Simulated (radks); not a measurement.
Values are calculated unless marked as measured or tabulated.
These are the eigenvalues of the occupied orbitals of an atom or ion with whole-number occupations (eV). Code: a radial shooting solver on a logarithmic mesh with Libxc functionals. Model: scalar-relativistic Kohn-Sham, BP86, spin-unpolarised, spherical densities, point nucleus.

1s: -39.2731

Which element is it, and in what charge state? The configuration may be excited.

Answer. Z = 2, helium, charge +1: He+ in 1s1. The 1s level, -1.4433 hartree, gives Z - s = 1.7 by -(Z - s)^2/2, which with screening and relativity narrows Z to a few neighbours, and the depths must fix Z and the occupations together.
